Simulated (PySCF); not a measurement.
Can point charges reproduce the dipole moment of `C=CC[Si@@H](O)CCl`?

Coordinates (GFN2-xTB, Å) and charges (e) from the PBE0/pcSseg-1 density (PySCF):

```
atom       x       y       z  Mulliken      IAO  Hirshfeld  ESP-fitted
  C1  -2.428   0.390   0.181   -0.1631  -0.3409    -0.1130     -0.6069
  C2  -1.578  -0.535  -0.228   -0.2506  -0.1218    -0.0338     +0.0756
  C3  -0.501  -1.127   0.614   -0.4957  -0.5618    -0.1570     -0.4542
 Si4   1.227  -0.529   0.079   +1.0242  +1.1675    +0.4185     +0.7630
  O5   1.416  -1.030  -1.451   -0.5563  -0.7920    -0.3048     -0.6756
  C6   1.297   1.385   0.138   -0.5245  -0.5570    -0.1348     -0.5053
 Cl7   2.786   1.931  -0.687   -0.1861  -0.1104    -0.0739     -0.1453
  H8  -3.186   0.798  -0.465   +0.1175  +0.1514    +0.0444     +0.2071
  H9  -2.407   0.770   1.190   +0.1036  +0.1389    +0.0409     +0.2293
 H10  -1.620  -0.901  -1.245   +0.1190  +0.1509    +0.0476     +0.1190
 H11  -0.524  -2.212   0.520   +0.1631  +0.1651    +0.0500     +0.1602
 H12  -0.668  -0.880   1.662   +0.1419  +0.1508    +0.0445     +0.1366
 H13   2.291  -1.050   0.942   -0.1070  -0.1595    -0.0872     -0.1539
 H14   2.079  -0.642  -2.019   +0.2519  +0.3718    +0.1695     +0.4251
 H15   1.340   1.788   1.145   +0.1753  +0.1716    +0.0470     +0.2072
 H16   0.467   1.853  -0.387   +0.1867  +0.1754    +0.0421     +0.2182
```

Question: Compute μ = Σ q r for each scheme (1 e·Å = 4.803 D) and compare with the dipole of the full density.

Answer: The full density gives (-0.76, -0.14, 0.69) D, 1.03 D in size; dipole vectors point from the negative to the positive end.

```tsv
scheme	μx	μy	μz	size (D)	share of the full size (%)	angle to the full dipole (°)
Mulliken	-0.41	-1.13	2.05	2.38	231	40
IAO	0.26	-0.32	1.60	1.65	160	56
Hirshfeld	-0.14	-0.32	0.39	0.52	51	39
ESP-fitted	-0.80	-0.14	0.73	1.10	106	0
```

Question: Which set comes closest?

Answer: Length of the difference vector: ESP-fitted 0.07 D, Hirshfeld 0.71 D, IAO 1.38 D, Mulliken 1.72 D. Closest: ESP-fitted. 

Question: What is left for the Hirshfeld atoms' own dipoles?

Answer: The shares of the density sum to the whole, so what Σ q r misses lies in dipoles about the nuclei. The atomic dipoles sum to (-0.76, -0.14, 0.69) − (-0.14, -0.32, 0.39) = (-0.62, 0.18, 0.30) D, 0.71 D in size.

Question: With the origin at the mean of the coordinates, (0.000, 0.001, -0.001) Å, which are the largest single terms, by size, of the Mulliken dipole along the direction of the full one?

Answer: O5 +4.99, Si4 -3.82, H14 -3.37, C6 +2.63, Cl7 +2.47 D; all 16 atoms together +1.82 D. The single terms depend on the origin, their sum doesn't.

Question: Give the size of the full dipole in other units.

Answer: 1.03 D = 0.406 au = 0.215 e·Å = 3.44 × 10⁻³⁰ C·m.

Geometry: GFN2-xTB, one conformer, isolated molecule.

The run behind these numbers computed NMR shieldings as well. Time: 41 s of wall time; peak memory 0.81 GiB. Hardware: one thread, Arm Neoverse N1 (aarch64), shared host with 64 logical CPUs at a one-minute load of 48.

Conformer computed: `[CH2:1]=[CH:2][CH2:3][Si@@H:4]([OH:5])[CH2:6][Cl:7]`: C1–C2–C3–Si4 -108°, C2–C3–Si4–O5 -61°, C3–Si4–C6–Cl7 -168°, H–O5–Si4–C3 162°.
